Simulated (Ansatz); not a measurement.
Input for Ansatz (a quantum-chemistry and plane-wave program): U-CCSD(T)/cc-pVDZ on GaH3O2 (SMILES [OH][GaH][OH]), a point of a bond scan (R = 1.392 Å). The run froze 16 orbitals, filled d shells among them.

Ansatz 0.2 input:
```yaml
crystal:
  periodic: [false, false, false]
  atoms:
    - {symbol: Ga, position_ang: [-0.24404156, -0.17751198, -0.15122784]}
    - {symbol: H, position_ang: [-1.24321166, -0.93241445, -0.75951362]}
    - {symbol: O, position_ang: [0.02041342, 1.53779605, -0.57659188]}
    - {symbol: H, position_ang: [0.74228075, 1.94032686, -0.08185129]}
    - {symbol: O, position_ang: [0.90232372, -0.75596542, 1.10558427]}
    - {symbol: H, position_ang: [0.79534111, -1.67580809, 1.36507609]}
basis:
  gaussian:
    orbitals: cc-pVDZ
correlation: {method: ccsd_t, electrons: outside_noble_gas}
scf: {omitted_lower_state_checks: [cluster_reference]}
magnetization: {spin_polarized: true, initial_magnetization: 0}
```

The log:

```
WARN ansatz: RAYON_NUM_THREADS=1 ignored (pool sized by the plan → 1); use --threads N
Functional definition: HF
these checks for a lower state are left out or cut short: cluster_reference
integrals: 0.08 GiB planned
708 factors; integrals over basis functions are off by at most 1.4e-3 eV
mean field: 0.30 GiB planned
mean field evaluation 1: about -56451.7780 eV, gradient 3.4e1 eV
mean field evaluation 2: about -56451.8128 eV, gradient 3.4e1 eV
mean field evaluation 4: about -56456.4259 eV, gradient 1.5e0 eV
mean field evaluation 8: about -56456.4523 eV, gradient 6.1e-4 eV
mean field -56456.45233098 eV, -2074.7363556055 hartree, gradient 1.6e-6 eV, S^2 0.000000; 0 other end points of the search recorded, 0 dependent functions left out
16 core orbitals not correlated, not the lowest: weight in the atoms' cores, before any rotation towards them, 0.694 or more for the frozen orbitals, at most 0.269 for the correlated occupied ones
reference -56456.45233098 eV, -2074.7363556055 hartree; 9, 9 occupied and 45, 45 virtual orbitals, 708 factors
second order -12.26926350 eV of doubles, -0.00000000 eV of singles
coupled cluster: 0.20 GiB planned
cycle   1  -12.29404209 eV  change   -2.5e-2 eV  update   9.3e-2
cycle   2  -12.59723805 eV  change   -3.0e-1 eV  update   2.8e-2
cycle   3  -12.70127119 eV  change   -1.0e-1 eV  update   1.7e-2
cycle   4  -12.69943163 eV  change    1.8e-3 eV  update   4.6e-3
cycle   5  -12.69592122 eV  change    3.5e-3 eV  update   1.9e-3
cycle   6  -12.69599329 eV  change   -7.2e-5 eV  update   5.5e-4
cycle   7  -12.69587655 eV  change    1.2e-4 eV  update   1.7e-4
cycle   8  -12.69584362 eV  change    3.3e-5 eV  update   4.7e-5
cycle   9  -12.69584587 eV  change   -2.3e-6 eV  update   1.6e-5
perturbative correction -0.26928928 eV, -0.0098961984 hartree
Total energy: -56469.41746613 eV, -2075.2128155343 hartree
Checks for a lower state left out: cluster_reference
```

Self-consistency was reached.

Cost: about 5 core-seconds (a rough figure).
